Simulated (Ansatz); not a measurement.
## AlICl2 (SMILES [Cl][Al]([Cl])[I]): the HOMO–LUMO gap, rung by rung

The species is AlICl2 (4 atoms), meant as a singlet with charge 0. SMILES: `[Cl][Al]([Cl])[I]`. The coordinates come from a PBE0-D4/def2-TZVP relaxation.

Quantity: the HOMO–LUMO gap, in eV. The values are calculated.

```
                              level                    kind  program  value (eV)
      PBE/def2-SVP (core potential)                     GGA   Ansatz        4.77
    B3LYP/def2-SVP (core potential)           global hybrid   Ansatz        6.26
     PBE0/def2-SVP (core potential)           global hybrid   Ansatz        6.76
  r2SCAN0/def2-SVP (core potential)         hybrid meta-GGA   Ansatz        7.19
CAM-B3LYP/def2-SVP (core potential)  range-separated hybrid   Ansatz        8.99
    HSE06/def2-SVP (core potential)  range-separated hybrid   Ansatz        6.00
  wB97M-V/def2-SVP (core potential)  range-separated hybrid   Ansatz       10.64
 PBE-QIDH/def2-SVP (core potential)           double hybrid   Ansatz       10.15
```

The values span 4.77 to 10.64 eV. Orbital gaps aren't excitation energies, and those of double hybrids come from the SCF part alone; they tend to grow with the share of exact exchange.
